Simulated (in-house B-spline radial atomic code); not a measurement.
Checks on a self-consistent run for Si⁷⁺, [He] 2s2 2p2 6d1. Level of theory: Dirac-Hartree-Fock, average of configuration, Fermi nucleus of rms radius 3.1224 fm; calculated with a radial B-spline atomic code at the basis-set limit.

```
orbital        q     ε (Eh)     <1/r>       <r²>  small-component weight
  1s1/2        2  -79.21229   13.7001  0.0163662               0.0024801
  2s1/2        2  -13.71044   2.90193    0.29912              0.00044223
  2p1/2  0.66667  -12.63640   2.85653   0.242243              0.00043215
  2p3/2   1.3333  -12.60385    2.8439   0.243596               0.0004308
  6d3/2      0.4   -0.90962  0.230748    43.6488              2.5553e-05
  6d5/2      0.6   -0.90949  0.230678    43.6619              2.5547e-05
```

Electron-electron repulsion V_ee = 40.8799 hartree.

Q: What total energy follows from the eigenvalues?

A: The eigenvalues count the repulsion twice, so E = Σqε - V_ee = -211.984 - 40.880 = -252.864 hartree; the run printed -252.864.

Q: Does the Dirac virial theorem hold?

A: For a point nucleus E = -2c²Σq·w, with w the small-component weight. Here Σq·w = 0.0067327 and c = 137.0360, so the ratio E/(-2c²Σq·w) is 1.000001.

Q: What diamagnetic shielding (Lamb formula) and susceptibility (Langevin formula) do the radii give?

A: σ = (α²/3)Σq<1/r> = 39.1309/(3·137.036²) = 694.59 ppm, and χ = -0.79199×10⁻⁶·Σq<r²> = -35.46×10⁻⁶ cm³/mol with Σq<r²> = 44.774 bohr². Both are non-relativistic formulas without the paramagnetism of open shells.
